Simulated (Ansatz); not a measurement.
**Question.** Name a neutral molecule of C, Si, Te and H with size of the dipole moment (B3LYP/def2-TZVPP) between 1.35 and 1.65 D and HOMO–LUMO gap (ωB97M-V/def2-TZVPP) between 9.60 and 9.90 eV (Ansatz, PBE0-D4/def2-TZVP geometry).

**Answer.** `C[SiH2][TeH]` (1.37 D, 9.79 eV). Other molecules can fit too; these were computed, each in one conformer that needn't be the lowest.

B3LYP here is the variant with VWN-RPA as its local correlation; programs differ in this.
